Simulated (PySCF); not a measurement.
C3H7BO2, SMILES C[C@H]1OCB1O.

Geometry: B3LYP-D3(BJ)/def2-SVP. The structure was generated by enumeration; whether it is a known compound was not checked. The values are those of a single conformer.

The numbers are results of TDDFT-PBE/def2-SVPD in PySCF, not measurements.

Vertical excitations. Gas-phase values at a fixed geometry.

Computed excitation energies, oscillator strengths and character:
```json
[
 {"state": "S1", "energy (eV)": "4.63", "λ (nm)": "268", "f": "0.003", "main pairs": "HOMO→LUMO 99 %"},
 {"state": "S2", "energy (eV)": "4.84", "λ (nm)": "256", "f": "0.004", "main pairs": "HOMO→LUMO+1 100 %"},
 {"state": "S3", "energy (eV)": "5.65", "λ (nm)": "219", "f": "0.001", "main pairs": "HOMO−1→LUMO 99 %"},
 {"state": "S4", "energy (eV)": "5.84", "λ (nm)": "212", "f": "0.013", "main pairs": "HOMO−1→LUMO+1 99 %"},
 {"state": "S5", "energy (eV)": "6.01", "λ (nm)": "206", "f": "0.007", "main pairs": "HOMO−2→LUMO 74 %, HOMO→LUMO+2 25 %"},
 {"state": "S6", "energy (eV)": "6.02", "λ (nm)": "206", "f": "0.007", "main pairs": "HOMO→LUMO+2 74 %, HOMO−2→LUMO 25 %"},
 {"state": "S7", "energy (eV)": "6.25", "λ (nm)": "198", "f": "0.034", "main pairs": "HOMO−2→LUMO+1 98 %"},
 {"state": "S8", "energy (eV)": "6.48", "λ (nm)": "191", "f": "0.022", "main pairs": "HOMO→LUMO+3 99 %"},
 {"state": "S9", "energy (eV)": "6.71", "λ (nm)": "185", "f": "0.009", "main pairs": "HOMO→LUMO+4 99 %"},
 {"state": "S10", "energy (eV)": "6.99", "λ (nm)": "177", "f": "0.015", "main pairs": "HOMO−1→LUMO+2 96 %"},
 {"state": "T1", "energy (eV)": "4.39", "λ (nm)": "283", "f": "0", "main pairs": "HOMO→LUMO 100 %"},
 {"state": "T2", "energy (eV)": "4.79", "λ (nm)": "259", "f": "0", "main pairs": "HOMO→LUMO+1 100 %"},
 {"state": "T3", "energy (eV)": "5.11", "λ (nm)": "242", "f": "0", "main pairs": "HOMO−1→LUMO 99 %"},
 {"state": "T4", "energy (eV)": "5.50", "λ (nm)": "225", "f": "0", "main pairs": "HOMO−2→LUMO 99 %"}
]
```
Triplets are in the Tamm–Dancoff approximation, which puts them higher than full response would, so one can lie above its singlet here.
